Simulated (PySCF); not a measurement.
NMR data simulated for an unnamed compound:

1H NMR (300 MHz, computed): δ 6.82 (m, 1H), 5.59 (m, 1H), 4.86 (d, 1H), 3.88 (s, 6H), 1.98 (d, 3H).

13C{1H} NMR (computed): δ 158.4 (CH), 131.7 (CH), 51.9 (CH3), 23.7 (CH3).

No relativistic terms, one conformer, averaged over atoms made equivalent by symmetry, fast rotation or ring inversion, in vacuum. σ from GIAO-PBE0/pcSseg-1; geometry from GFN2-xTB; PySCF 2.14.

δ = σ(ref) − σ, references computed at the same level: 1H, 13C vs TMS.

Task: Which of these does the molecule contain: a non-aromatic C=C double bond, a Si–H bond, an ester, a benzene ring, a heteroaromatic ring?

Result: 
- A non-aromatic C=C double bond: yes.
- A Si–H bond: yes (δH 4.86 (d)).
- An ester: no.
- A benzene ring: no.
- A heteroaromatic ring: no.

The data belong to `C/C=C\[SiH](OC)OC`, C₅H₁₂O₂Si; they needn't prove each group on their own.

Carbon signals by region: 2 in the sp2 and nitrile region (100–160 ppm), 1 at 50–100 ppm, 1 below 50 ppm.

Shifts are as computed. Against solution values, carbons near 30 ppm lie about +3 ppm off and those near 130 ppm about +5 ppm. Of 1309 compounds with measured shifts, 239 miss one by over three times the rms of a fit or turn the order of signals round; such compounds aren't used in these exercises. Multiplicities follow the n + 1 count of equivalent neighbours, as no J values were calculated; m marks all less simple cases, F and P coupling included.
